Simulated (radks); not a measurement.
Problem. The tantalum ion Ta3+, configuration [Xe] 4f14 5d2. All-electron calculation, Dirac Kohn-Sham, PBE, spin-unpolarised, spherical densities, finite nucleus; open shells are shared between the two j in proportion to 2j + 1; Fermi nuclear charge, rms radius 5.3507 fm. Program: a radial shooting solver on a logarithmic mesh with Libxc functionals. Some entries of the table are withheld. Estimate them.

orbital,occ.,eigenvalue (eV),<r^2> (bohr^2),<r> (bohr)
1s1/2,2,-67282.48,0.0004789,0.01867
2s1/2,2,-11576.12,0.007318,0.07835
2p1/2,2,-11066.56,0.005233,0.06487
2p3/2,4,-9796.413,0.006436,0.07271
3s1/2,2,(1),0.04786,0.2043
3p1/2,2,-2446.482,0.04397,0.1942
3p3/2,4,-2173.039,0.05060,0.2088
3d3/2,4,-1789.122,0.03932,0.1829
3d5/2,6,-1729.559,0.04114,0.1874
4s1/2,2,-567.4358,0.2378,0.4587
4p1/2,2,-473.7878,0.2458,(2)
4p3/2,4,-410.8400,0.2818,(3)
4d3/2,4,-256.8020,0.3096,0.5165
4d5/2,6,-245.2377,0.3233,0.5279
5s1/2,2,-100.8022,1.353,1.097
5p1/2,2,-73.5209,1.655,(4)
5p3/2,4,-64.5959,1.937,(5)
4f5/2,6,-53.8724,0.5060,(6)
4f7/2,8,-51.8867,0.5241,(7)
5d3/2,0.8,-29.5982,3.825,(8)
5d5/2,1.2,-28.7775,4.020,(9)

Solution. 
(1) 3s1/2 eigenvalue (eV): -2673.430
(2) 4p1/2 <r> (bohr): 0.4645
(3) 4p3/2 <r> (bohr): 0.4975
(4) 5p1/2 <r> (bohr): 1.209
(5) 5p3/2 <r> (bohr): 1.309
(6) 4f5/2 <r> (bohr): 0.6319
(7) 4f7/2 <r> (bohr): 0.6425
(8) 5d3/2 <r> (bohr): 1.817
(9) 5d5/2 <r> (bohr): 1.863
